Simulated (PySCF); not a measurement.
C3H5ClGe, SMILES ClC=C=[CH][GeH3]. Atoms are numbered in the order given.

```xyz
10

Cl     3.0918     0.1003    -0.7419
C      1.8978    -0.9182     0.0262
C      0.8097    -0.4394     0.5824
C     -0.3040     0.0230     1.0925
Ge    -1.9297     0.2232     0.0296
H      2.1454    -1.9837     0.0067
H     -0.3324     0.3159     2.1530
H     -3.0511    -0.6155     0.6623
H     -2.3553     1.6991     0.0322
H     -1.6393    -0.2540    -1.3958
```

The structure is a stationary point at r2SCAN-D4/def2-SVP. The structure was generated by enumeration; whether it is a known compound was not checked.

Two levels are set side by side: PBE/pcSseg-1 (PySCF) and KT2/pcSseg-1 (PySCF). GIAO shifts against GeH4 (⁷³Ge), HCl (³⁵Cl), TMS (¹H), TMS (¹³C) at the same level; non-relativistic, no solvent, atoms listed together averaged. Without spin–orbit terms, shifts of atoms bonded to Cl or Br come out too high at both levels. Differences are taken from unrounded values.

| quantity | PBE |
|---|---|
| δ(³⁵Cl) of Cl1 (ppm) | 182.2 |
| δ(¹³C) of C2 (ppm) | 102.3 |
| δ(¹³C) of C3 (ppm) | 223.8 |
| δ(¹³C) of C4 (ppm) | 95.2 |
| δ(⁷³Ge) of Ge5 (ppm) | 119.3 |
| δ(¹H) of H6 (ppm) | 6.41 |
| δ(¹H) of H7 (ppm) | 6.22 |

**Question.** These are the PBE values. What does KT2 give? (An estimate is asked for; the answer gives what the named calculation found.)

**Answer.** 
```
quantity                KT2  PBE minus KT2
--------------------  -----  -------------
δ(³⁵Cl) of Cl1 (ppm)  175.8            6.4
δ(¹³C) of C2 (ppm)     96.5            5.8
δ(¹³C) of C3 (ppm)    212.9           10.9
δ(¹³C) of C4 (ppm)     88.5            6.8
δ(⁷³Ge) of Ge5 (ppm)  117.0            2.4
δ(¹H) of H6 (ppm)      6.41          -0.01
δ(¹H) of H7 (ppm)      6.11           0.11
```

Rough cost on one machine, each run with all the roots and properties that it gave: KT2 against PBE within a factor of 2.
